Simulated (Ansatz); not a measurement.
Harmonic frequencies (cm⁻¹) at PBE0-D4/def2-TZVP from Ansatz: 136, 223, 290, 325, 372, 401, 634, 685, 697, 729, 776, 848, 897, 909, 997, 1125, 1410, 1574, 1762, 2291, 3161, 3261, 3625, 3727.

Each molecule was computed in one conformer, which needn't be the lowest.

(1) Which molecule is it?
A. `[SiH3]C1O[SiH2]1`
B. `N/C=[CH]/[AlH][F]`
C. `C=C1O[SiH]1N`
D. `CO[SiH2]C#N`

Answers

(1) C.
